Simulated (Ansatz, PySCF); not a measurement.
AlFGeH4O, SMILES [OH][Al]([F])[GeH3].

Geometry: PBE0-D3(BJ)/def2-SVP. The structure was generated by enumeration; whether it is a known compound was not checked. Other conformers were not sampled.

Vertical ionisation energy (IE) and electron affinity (EA) in eV. Rows of orbital energies are one-electron estimates. Where ΔSCF, EOM or ADC give a negative EA the extra electron is unbound and the value depends on the basis.

```tsv
level	IE	EA
−ε(HOMO), −ε(LUMO), ωB97X/def2-TZVP (PySCF)	10.65	-0.92
−ε(HOMO), −ε(LUMO), PBE/def2-TZVP (PySCF)	7.23	1.74
ΔSCF, CAM-B3LYP/def2-SVPD (Ansatz), final states of multiplicity 2 and 2	10.73	-0.39
ΔSCF, PBE/def2-SVPD (Ansatz), final states of multiplicity 2 and 2	10.33	-0.17
```

Q: What vertical singlet–triplet gap does ΔSCF give with CAM-B3LYP/def2-SVPD (Ansatz, an electronic-structure program) and with PBE/def2-SVPD (Ansatz)? (Estimate from the structure and the level; the computed values follow.)

A: 5.41 and 5.04 eV (triplet above singlet where positive).
